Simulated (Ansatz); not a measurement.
System: trihydroxy(propan-2-yl)silane, C$_{3}$H$_{10}$O$_{3}$Si, net charge 0, singlet state. 
Geometry from a B3LYP-D3(BJ)/def2-TZVP (Ansatz, an electronic-structure program) optimisation:
```xyz
17

C     -1.1894     1.7328    -0.8032
C     -1.1859     0.3339    -0.1699
C     -1.8312    -0.6961    -1.1083
Si     0.5281    -0.1845     0.3602
O      1.4106    -0.2422    -1.0338
O      1.1964     0.8307     1.4665
O      0.5495    -1.6194     1.1613
H     -0.5813     1.7544    -1.7100
H     -0.8002     2.4909    -0.1194
H     -2.2043     2.0336    -1.0770
H     -1.7777     0.3747     0.7522
H     -2.8450    -0.3917    -1.3821
H     -1.2560    -0.8010    -2.0305
H     -1.9040    -1.6824    -0.6437
H      2.3324    -0.5053    -0.9665
H      1.3801     1.7294     1.1855
H      0.2494    -2.3958     0.6841
```

Basis-set convergence of Hartree-Fock and CCSD correlation energies (hartree) with Ansatz. Cores are frozen in the correlated levels unless marked. Spin-orbit coupling is left out. Non-relativistic.

```csv
basis,functions,E(HF),"E(corr, CCSD)"
aug-cc-pV(D+d)Z,260,-633.17652,-1.21660
aug-cc-pV(T+d)Z,561,?,?
```

Fill in the missing entries.


- aug-cc-pV(T+d)Z, E(HF): -633.28795
- aug-cc-pV(T+d)Z, E(corr, CCSD): -1.44295
